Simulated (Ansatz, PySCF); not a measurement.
ZrCl3, SMILES [Cl][Zr]([Cl])[Cl] (connectivity only; charge and spin as stated), neutral, multiplicity 2. Atoms are numbered in the order given.

```xyz
4

Zr    -0.0400    -0.1324    -0.0810
Cl     2.2047    -0.4646    -0.6482
Cl    -0.9033    -1.0723     1.8791
Cl    -1.4217     1.1399    -1.4744
```
Charge 0, spin multiplicity 2.

Geometry optimised at r2SCAN-D4/def2-SVP. The multiplicity is an assumed one; other spin states were not compared. The isomer is the one that the SMILES or the coordinates give; other isomers of the formula were not compared. The def2 effective core potentials stand for the cores of Zr; spin–orbit coupling is left out.

Two levels are set side by side: PBE-D3(BJ)/def2-SVP (Ansatz, a program for electronic structure) and r2SCAN-D4/def2-SVP (Ansatz). Each level has its own optimised geometry; the coordinates shown are those of the second. Frequencies come from the Hessian of PySCF at each geometry. Differences are taken from unrounded values.

```json
[
 {"quantity": "mean bond length (Å)", "r2SCAN-D4": "2.339"},
 {"quantity": "bond Zr1–Cl2 (Å)", "r2SCAN-D4": "2.339"},
 {"quantity": "bond Zr1–Cl3 (Å)", "r2SCAN-D4": "2.339"},
 {"quantity": "bond Zr1–Cl4 (Å)", "r2SCAN-D4": "2.339"},
 {"quantity": "highest harmonic wavenumber (cm⁻¹)", "r2SCAN-D4": "429"},
 {"quantity": "mean harmonic wavenumber (cm⁻¹)", "r2SCAN-D4": "243"},
 {"quantity": "zero-point energy (kcal/mol)", "r2SCAN-D4": "2.08"}
]
```

Q: What does PBE-D3(BJ) give, and how far is it from r2SCAN-D4? (Estimate from the structure and the level; the computed values follow.)

A: 
```tsv
quantity	PBE-D3(BJ)	PBE-D3(BJ) minus r2SCAN-D4
mean bond length (Å)	2.339	0.000
bond Zr1–Cl2 (Å)	2.339	0.000
bond Zr1–Cl3 (Å)	2.339	0.000
bond Zr1–Cl4 (Å)	2.339	0.000
highest harmonic wavenumber (cm⁻¹)	422	-7
mean harmonic wavenumber (cm⁻¹)	238	-5
zero-point energy (kcal/mol)	2.04	-0.04
```

Here PBE gives about what the other level gives.
